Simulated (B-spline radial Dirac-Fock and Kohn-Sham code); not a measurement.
# Run log: Re⁺

ΔSCF core binding energies without Breit or QED terms, calculated with a radial atomic solver.

Input (task.json):

```json
{"items": [{"Z": 75, "q": 1, "cfg": [[1, 0, 2], [2, 0, 2], [2, 1, 6], [3, 0, 2], [3, 1, 6], [3, 2, 10], [4, 0, 2], [4, 1, 6], [4, 2, 10], [4, 3, 14], [5, 0, 2], [5, 1, 6], [5, 2, 5], [6, 0, 1]], "A": 187, "rrms": 5.3698, "do": "settings", "holes": ["K", "L3", "M5"],
  "settings": [{"rel": "dirac", "method": "hf", "nuc": "fermi", "radius_factor": 1.0, "rmax": 45.0, "h": 0.5, "order": 8, "points": 10, "c_factor": 1.0, "maxit": 60, "damp": 0.5, "ndamp": 3, "tol": 1e-08}]}]}
```

Command: `python xray2_run.py task.json out`

Ground-state iterations:

```
iter   energy (Ha)        error
   1   -16705.74649464  3.55e+00
   2   -16706.28945707  3.02e-01
   3   -16706.73223882  4.00e-02
   4   -16706.73740202  1.25e-02
   5   -16706.73794567  2.59e-03
   6   -16706.73795757  2.37e-03
   7   -16706.73798411  3.17e-04
   8   -16706.73798455  8.62e-05
   9   -16706.73798460  9.03e-06
  10   -16706.73798460  1.04e-06
  11   -16706.73798460  2.97e-08
```

The ground state converged in 11 iterations, with total energy -16706.73798 Ha, virial ratio 1.88487 and highest orbital energy -14.86 eV. ΔSCF binding energies: K (1s) 72055.8 eV, L3 (2p3/2) 10582.5 eV, M5 (3d5/2) 1904.5 eV.
